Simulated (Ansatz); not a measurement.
Computed with Ansatz on PBE0-D4/def2-TZVP structures; ΔE is electronic, products minus reactants. CBS: MP2 limit from def2 TZ/QZ plus the TZ coupled-cluster correction, frozen cores. Functionals use def2-TZVPP. B3LYP here is the variant with VWN-RPA as its local correlation; programs differ in this. For Ge outer-core shells are correlated without core-valence functions, which leaves a few kJ/mol of doubt a bond. Scalar relativity is left out up to krypton. One conformer a species, not always the lowest.

Consider the ligand exchange at a Ge–N bond: `[GeH3][NH][GeH3]` + `[NH2][GeH2][F]` → `[F][GeH2][NH][GeH3]` + `[NH2][GeH3]`.

`[GeH3][NH][GeH3]`:

Cartesian coordinates in Å:
```
Ge 0.474 -0.226 -1.539
N -0.371 0.632 -0.152
Ge -0.438 -0.015 1.566
H 2.014 -0.107 -1.477
H -0.019 0.395 -2.857
H 0.081 -1.708 -1.441
H -0.328 1.640 -0.208
H 0.897 0.152 2.329
H -0.770 -1.511 1.457
H -1.540 0.746 2.321
```

`[NH2][GeH2][F]`:

```xyz
7

N     0.821    0.786   -0.209
Ge   -0.618   -0.297   -0.013
F    -0.228   -1.720    0.930
H     1.172    1.216    0.634
H     1.588    0.413   -0.748
H    -1.040   -0.830   -1.385
H    -1.695    0.434    0.792
```

`[F][GeH2][NH][GeH3]`:

```xyz
10

F     0.485   -1.582    1.969
Ge    0.312    0.116    1.578
N     0.600    0.385   -0.185
Ge   -0.561   -0.075   -1.541
H    -1.144    0.452    1.914
H     1.387    0.826    2.407
H     1.573    0.432   -0.453
H    -1.958   -0.089   -0.907
H    -0.227   -1.456   -2.135
H    -0.467    0.990   -2.647
```

`[NH2][GeH3]`:

Cartesian coordinates in Å:
```
N -0.269 0.049 1.129
Ge 0.310 0.053 -0.620
H -1.118 0.578 1.277
H -0.408 -0.878 1.508
H 1.623 -0.745 -0.656
H -0.683 -0.577 -1.627
H 0.545 1.520 -1.010
```

(1) Is it downhill or uphill in electronic energy at CCSD(T)/CBS, and by how much? (Estimate.)

(2) What do these levels give: revPBE-D4, B3LYP-D4, B2PLYP, r2SCAN0, BHLYP, LC-ωPBE, HF/def2-SVP, HF/def2-TZVPP, MP2/def2-TZVPP, CCSD/def2-TZVPP, HF/def2-QZVPP, SCS-MP2/def2-QZVPP? (Best estimate.)

Largest T1 diagnostic among the species: 0.012.

Results:

(1) The calculation gave: Nearly level: ΔE = -0.01 eV.

(2) Ansatz gave: revPBE-D4 0.00, B3LYP-D4 -0.01, B2PLYP -0.01, r2SCAN0 0.00, BHLYP -0.01, LC-ωPBE 0.00, HF/def2-SVP -0.01, HF/def2-TZVPP -0.01, MP2/def2-TZVPP 0.00, CCSD/def2-TZVPP -0.01, HF/def2-QZVPP -0.01, SCS-MP2/def2-QZVPP -0.01 eV.

Leaving LDA and LC-ωPBE aside and taking each functional with its dispersion term where it has one, the values, not all of them listed here, spread over 0.00 eV, from B97M-V to PBE-QIDH.
